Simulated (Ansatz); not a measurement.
`O[SiH](O)O[SiH](F)F` + CH₃NH₂ → `CN[SiH](O)O` + `O[SiH](F)F`  (ligand exchange at the Si–O bond)

Program: Ansatz. Geometries: PBE0-D4/def2-TZVP. ΔE: electronic, gas phase. CBS: MP2 limit from def2 TZ/QZ plus the TZ coupled-cluster correction, frozen cores. This one scheme is used for every species. DFT in def2-TZVPP. B3LYP here is the variant with VWN-RPA as its local correlation; programs differ in this. One conformer a species, not always the lowest.

```json
{"level": "PBE-D4", "ΔE (kcal/mol)": "13.6", "difference from CCSD(T)/CBS": "-1.7"}
{"level": "r2SCAN-D4", "ΔE (kcal/mol)": "15.3", "difference from CCSD(T)/CBS": "0.0"}
{"level": "PBE0-D4", "ΔE (kcal/mol)": "14.4", "difference from CCSD(T)/CBS": "-0.9"}
{"level": "B3LYP-D4", "ΔE (kcal/mol)": "15.8", "difference from CCSD(T)/CBS": "0.5"}
{"level": "ωB97X-V", "ΔE (kcal/mol)": "15.1", "difference from CCSD(T)/CBS": "-0.2"}
{"level": "ωB97M-V", "ΔE (kcal/mol)": "14.9", "difference from CCSD(T)/CBS": "-0.4"}
{"level": "B2PLYP", "ΔE (kcal/mol)": "15.5", "difference from CCSD(T)/CBS": "0.2"}
{"level": "PBE", "ΔE (kcal/mol)": "13.4", "difference from CCSD(T)/CBS": "-1.9"}
{"level": "r2SCAN", "ΔE (kcal/mol)": "15.2", "difference from CCSD(T)/CBS": "-0.1"}
{"level": "PBE0", "ΔE (kcal/mol)": "14.2", "difference from CCSD(T)/CBS": "-1.1"}
{"level": "B3LYP", "ΔE (kcal/mol)": "15.5", "difference from CCSD(T)/CBS": "0.2"}
{"level": "HF/def2-TZVPP", "ΔE (kcal/mol)": "18.5", "difference from CCSD(T)/CBS": "3.2"}
{"level": "MP2/def2-TZVPP", "ΔE (kcal/mol)": "14.9", "difference from CCSD(T)/CBS": "-0.4"}
{"level": "SCS-MP2/def2-TZVPP", "ΔE (kcal/mol)": "15.6", "difference from CCSD(T)/CBS": "0.3"}
{"level": "CCSD/def2-TZVPP", "ΔE (kcal/mol)": "15.8", "difference from CCSD(T)/CBS": "0.5"}
{"level": "CCSD(T)/def2-TZVPP", "ΔE (kcal/mol)": "15.4", "difference from CCSD(T)/CBS": "0.1"}
{"level": "HF/def2-QZVPP", "ΔE (kcal/mol)": "18.9", "difference from CCSD(T)/CBS": "3.6"}
{"level": "MP2/def2-QZVPP", "ΔE (kcal/mol)": "15.0", "difference from CCSD(T)/CBS": "-0.3"}
{"level": "SCS-MP2/def2-QZVPP", "ΔE (kcal/mol)": "15.7", "difference from CCSD(T)/CBS": "0.4"}
{"level": "HF/CBS(def2)", "ΔE (kcal/mol)": "18.9", "difference from CCSD(T)/CBS": "3.6"}
{"level": "MP2/CBS(def2)", "ΔE (kcal/mol)": "14.8", "difference from CCSD(T)/CBS": "-0.5"}
{"level": "CCSD/CBS(def2)", "ΔE (kcal/mol)": "15.7", "difference from CCSD(T)/CBS": "0.4"}
{"level": "CCSD(T)/CBS", "ΔE (kcal/mol)": "15.3", "difference from CCSD(T)/CBS": "0"}
```

Largest T1 diagnostic among the species: 0.012.

From PBE to PBE0 (25 % exact exchange), in def2-TZVPP and without D4, ΔE moves by +0.8 kcal/mol. In def2-TZVPP, CCSD(T) changes the Hartree–Fock value by −3.1 kcal/mol (the triples alone add −0.4 kcal/mol) and MP2 by −3.6 kcal/mol.
